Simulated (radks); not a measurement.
Species: Sb27+. Configuration: [Ar] 3d5 4s1 (not the ground configuration). Calculated with a radial shooting solver on a logarithmic mesh with Libxc functionals: scalar-relativistic Kohn-Sham, r2SCAN, spin-polarised, spherical densities, finite nucleus; open shells are filled with parallel spins first (spin-orbit coupling, left out, can overturn this in heavy ions); meta-GGA in the generalised Kohn-Sham scheme; Fermi nuclear charge, rms radius 4.6802 fm.

Radial electron density D(r) = 4 pi r^2 rho(r):

```
   r/bohr * D(r) (the largest magnitude, 82.9, reaches the edge; | marks zero)
0.0009808 |*
 0.001106 |*
 0.001247 | *
 0.001406 | *
 0.001585 | *
 0.001787 |  *
 0.002031 |   *
  0.00229 |    *
 0.002582 |     *
 0.002911 |      *
 0.003283 |       *
 0.003701 |         *
 0.004173 |           *
 0.004705 |             *
 0.005305 |               *
 0.005981 |                  *
 0.006798 |                     *
 0.007665 |                        *
 0.008642 |                           *
 0.009744 |                               *
  0.01099 |                                  *
  0.01239 |                                     *
  0.01397 |                                       *
  0.01575 |                                         *
  0.01775 |                                          *
  0.02002 |                                           *
  0.02257 |                                          *
  0.02565 |                                         *
  0.02892 |                                        *
  0.03261 |                                      *
  0.03677 |                                     *
  0.04146 |                                     *
  0.04674 |                                      *
   0.0527 |                                         *
  0.05942 |                                             *
    0.067 |                                                 *
  0.07554 |                                                     *
  0.08585 |                                                      *
   0.0968 |                                                    *
   0.1091 |                                                *
   0.1231 |                                          *
   0.1387 |                                    *
   0.1564 |                               *
   0.1764 |                             *
   0.1989 |                              *
   0.2242 |                                *
   0.2528 |                                  *
    0.285 |                                 *
    0.324 |                            *
   0.3653 |                     *
   0.4118 |              *
   0.4643 |         *
   0.5236 |     *
   0.5903 |  *
   0.6656 | *
   0.7504 |*
   0.8461 |*
    0.954 *
    1.084 *
    1.222 *
    1.378 *
    1.554 *
    1.752 *
```

D(r) has 3 maxima, at r = 0.0199, 0.0852, 0.259 bohr, and minima at 0.0389, 0.179 bohr, inside which lie 1.99, 11.05 electrons.
